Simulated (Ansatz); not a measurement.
Born–Oppenheimer molecular dynamics of F$_{3}$H$_{3}$HfO (8 atoms, charge 0, multiplicity 1). It starts at the highest image of a converged band, a first-order saddle point between two minima.

All numbers below come from RKS PBE0-D4/def2-SVP in Ansatz.

| Quantity | Value |
| --- | --- |
| ensemble | NVE (velocity Verlet) |
| time step | 0.5 fs |
| steps asked | 200 |
| starting velocities drawn for | 300 K |
| seed | 6875 |

First frame:

```xyz
8
Properties=species:S:1:pos:R:3
Hf 0.144 -0.164 -0.011
O -0.433 -0.495 2.015
H -0.984 -1.146 2.466
F 1.414 -0.768 -1.302
F -0.114 1.699 -0.305
F -1.345 -1.214 -0.587
H 1.621 -0.542 1.345
H 0.757 -0.638 1.956
```

(1) What does the run give?

(2) What happens to the structure?

(3) How do temperature and energy run in time?

Answers

(1) All steps were run.

```json
{"steps done": "200", "time covered": "100 fs", "mean temperature over the second half": "541 K", "spread of the potential energy over the second half": "7.7 meV per atom", "mean potential energy of the second half above the start": "-23.3 meV per atom"}
```

The conserved energy stayed within 0.052 meV per atom of its start (net change 0.012 meV per atom), so the integration is sound. The kinetic energy rose, since the run started high on the potential surface and went downhill. A run of 0.1 ps of so small a system gives no equilibrium averages. The orbitals stay closed-shell, which can raise the energy where a bond breaks towards radicals; this wasn't checked here.

(2) Between its relaxed ends the band would form Hf1–H7, O2–H8 and break H7–H8. These pairs go: Hf1–H7 2.04 → 1.94 Å, O2–H8 1.20 → 0.99 Å, H7–H8 1.06 → 2.46 Å. In the last frame they stand as after the step (other bonds may differ from the relaxed reactants and products). Also parted: Hf1–H8 2.11 → 2.81 Å. It ends as one piece, F3H3HfO. Pairs count as bonded within 1.25 times the sum of covalent radii (0.12 Å more for H–H). The details hang on the random start.

(3) 
```json
{"time (fs)": "0", "T (K)": "300", "potential energy less start (eV)": "0.000", "conserved less start (meV/atom)": "0.00"}
{"time (fs)": "8", "T (K)": "211", "potential energy less start (eV)": "0.069", "conserved less start (meV/atom)": "0.02"}
{"time (fs)": "16", "T (K)": "167", "potential energy less start (eV)": "0.103", "conserved less start (meV/atom)": "0.02"}
{"time (fs)": "24", "T (K)": "322", "potential energy less start (eV)": "-0.017", "conserved less start (meV/atom)": "0.01"}
{"time (fs)": "32", "T (K)": "301", "potential energy less start (eV)": "0.000", "conserved less start (meV/atom)": "0.01"}
{"time (fs)": "40", "T (K)": "285", "potential energy less start (eV)": "0.012", "conserved less start (meV/atom)": "0.04"}
{"time (fs)": "48", "T (K)": "437", "potential energy less start (eV)": "-0.106", "conserved less start (meV/atom)": "0.04"}
{"time (fs)": "56", "T (K)": "403", "potential energy less start (eV)": "-0.079", "conserved less start (meV/atom)": "0.04"}
{"time (fs)": "64", "T (K)": "455", "potential energy less start (eV)": "-0.120", "conserved less start (meV/atom)": "0.02"}
{"time (fs)": "72", "T (K)": "603", "potential energy less start (eV)": "-0.235", "conserved less start (meV/atom)": "-0.01"}
{"time (fs)": "80", "T (K)": "648", "potential energy less start (eV)": "-0.270", "conserved less start (meV/atom)": "-0.02"}
{"time (fs)": "88", "T (K)": "556", "potential energy less start (eV)": "-0.199", "conserved less start (meV/atom)": "0.00"}
{"time (fs)": "96", "T (K)": "587", "potential energy less start (eV)": "-0.223", "conserved less start (meV/atom)": "0.00"}
```

Run time: 11 min on 2 threads of Arm Neoverse V1, with other jobs on the host, peak memory 0.22 GiB.
